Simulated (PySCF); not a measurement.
Electronic structure of Cu (copper, neutral) at the r2SCAN level

Configuration: [Ar] 3d10 4p1, 2P determinant (an excited configuration). Computed with PySCF 2.14 in x2c-QZVPPall with one added diffuse shell each of s, p, d, f, g type (12s8p7d5f3g, 133 functions), with the spin-free X2C one-electron Hamiltonian (Gaussian nucleus).

| Item | Value |
| --- | --- |
| Total energy | -1654.643 hartree |
| One-electron energy | -2303.475 hartree |
| Hartree (Coulomb) energy | 716.812 hartree |
| Exchange-correlation energy | -67.979 hartree |
| ⟨S²⟩ | 0.9225 |
| ⟨L²⟩ | 2.561 |
| Sum of ⟨r⟩ | 22.25 bohr |
| Sum of ⟨r²⟩ | 41.73 bohr² |
| Traceless quadrupole moment −½Σ⟨3z² − r²⟩ along its main axis | -9.05 e·bohr² |
| Langevin diamagnetic susceptibility | -33.0 ×10⁻⁶ cm³/mol |
| Time after the integrals | roughly 11 core-seconds |

```json
{"shell": "1s α", "electrons": "1", "mean orbital energy (eV)": "-8872.3", "spread (eV)": "0", "rms radius, mean of both spins (bohr)": "0.0602"}
{"shell": "1s β", "electrons": "1", "mean orbital energy (eV)": "-8872.3", "spread (eV)": "0", "rms radius, mean of both spins (bohr)": "0.0602"}
{"shell": "2s β", "electrons": "1", "mean orbital energy (eV)": "-1074.1", "spread (eV)": "0", "rms radius, mean of both spins (bohr)": "0.255"}
{"shell": "2s α", "electrons": "1", "mean orbital energy (eV)": "-1074.1", "spread (eV)": "0", "rms radius, mean of both spins (bohr)": "0.255"}
{"shell": "2p β", "electrons": "3", "mean orbital energy (eV)": "-925.54", "spread (eV)": "0.034", "rms radius, mean of both spins (bohr)": "0.228"}
{"shell": "2p α", "electrons": "3", "mean orbital energy (eV)": "-925.52", "spread (eV)": "0.069", "rms radius, mean of both spins (bohr)": "0.228"}
{"shell": "3s β", "electrons": "1", "mean orbital energy (eV)": "-120.75", "spread (eV)": "0", "rms radius, mean of both spins (bohr)": "0.765"}
{"shell": "3s α", "electrons": "1", "mean orbital energy (eV)": "-120.68", "spread (eV)": "0", "rms radius, mean of both spins (bohr)": "0.765"}
{"shell": "3p β", "electrons": "3", "mean orbital energy (eV)": "-76.682", "spread (eV)": "0.118", "rms radius, mean of both spins (bohr)": "0.816"}
{"shell": "3p α", "electrons": "3", "mean orbital energy (eV)": "-76.612", "spread (eV)": "0.174", "rms radius, mean of both spins (bohr)": "0.816"}
{"shell": "3d β", "electrons": "5", "mean orbital energy (eV)": "-7.306", "spread (eV)": "0.131", "rms radius, mean of both spins (bohr)": "1.23"}
{"shell": "3d α", "electrons": "5", "mean orbital energy (eV)": "-7.305", "spread (eV)": "0.039", "rms radius, mean of both spins (bohr)": "1.23"}
{"shell": "4p α", "electrons": "1", "mean orbital energy (eV)": "-2.237", "spread (eV)": "0", "rms radius, mean of both spins (bohr)": "4.59"}
```

⟨S²⟩ = 0.92 against 0.75 shows spin contamination.

Densities and radii are taken from the X2C orbitals without a picture-change correction, which distorts them close to the nucleus.
